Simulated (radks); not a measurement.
Polarisability of the titanium ion Ti2+, [Ar] 3d2, at imaginary frequency. All-electron calculation, non-relativistic Kohn-Sham, LDA (Slater exchange, Perdew-Wang correlation), spin-polarised, spherical densities, point nucleus; open shells are filled with parallel spins first. Program: a radial shooting solver on a logarithmic mesh with Libxc functionals. Response by self-consistent Sternheimer equations with the Hartree and adiabatic LDA kernel.

w (hartree)  alpha1(iw) (bohr^3)
0.00266                    5.152
0.0143                     5.147
0.0360                     5.121
0.0697                     5.038
0.118                      4.851
0.186                      4.517
0.280                      4.044
0.413                      3.491
0.605                      2.906
0.892                      2.293
1.35                       1.647
2.12                       1.011
3.59                      0.4918
6.94                      0.1746
17.5                     0.03819

Static values: alpha1 = 5.152 bohr^3 (0.7635 angstrom^3; uncoupled 6.453). C6 = 15.46, triple-dipole C9 = 51.38 atomic units. One-pole (London) frequency 4 C6 / (3 alpha1^2) = 0.777 hartree, against 0.762 for minus the highest occupied eigenvalue. The dipole shielding factor is 0.909, as the force sum rule N/Z = 0.909 demands.
